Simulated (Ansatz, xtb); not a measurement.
Breaking the O2–H3 bond in HNaO (SMILES [OH][Na]) (multiplicity 1 held, fragments rigid). Energies count from the point at 0.954 Å.
Geometry at that point (charge 0, multiplicity 1):
| atom | x (Å) | y (Å) | z (Å) |
|---|---|---|---|
| Na | 0.0000 | 0.0000 | -0.9173 |
| O | 0.0000 | 0.0000 | 1.0151 |
| H | 0.0000 | 0.0000 | 1.9693 |

R- and RO- levels are restricted; in cc, def2 and unpolarised 6-31G sets they are followed outwards from rest. U- levels take the lowest unrestricted solution at each point, which mixes spins at long bonds. Full CI gives the lowest state of the spin. Left out are points that failed, MP2 points that dive below the minimum, coupled-cluster points behind a jump of the amplitudes or a sharp parting from full CI or MRCI, small-basis points behind a change of solution, and semi-empirical points at long bonds. Curves can end on different states.

Cores are frozen in the correlated methods.

The values were computed with Ansatz (Gaussian basis) for Hartree–Fock, density functionals and correlated methods; xtb for the GFN methods. Values without a source in brackets are computed. The GFN methods have no spin term and hold the electronic entropy of 300 K.

Energies in kJ/mol.

```csv
R (Å),GFN2-xTB,R-HF/6-31G,U-CCSD/6-31G,FCI/6-31G
0.763,147,150,174,175
0.859,27,26,38,39
0.954,0,0,0,0
1.050,18,24,12,11
1.145,56,72,48,46
1.288,129,163,120,116
1.431,205,257,193,187
1.670,321,400,297,286
1.908,413,520,372,356
2.195,492,634,432,404
2.576,556,746,left out,432
3.054,592,843,left out,428
```

Doubts at one or more of the structures used: a restricted determinant that unrestricted orbitals would lower (R-HF/6-31G); a spin-contaminated determinant (U-CCSD/6-31G); T1 above 0.05 (U-CCSD/6-31G); the program's own flag: large difference (U-CCSD/6-31G).

Ansatz is an electronic-structure program.
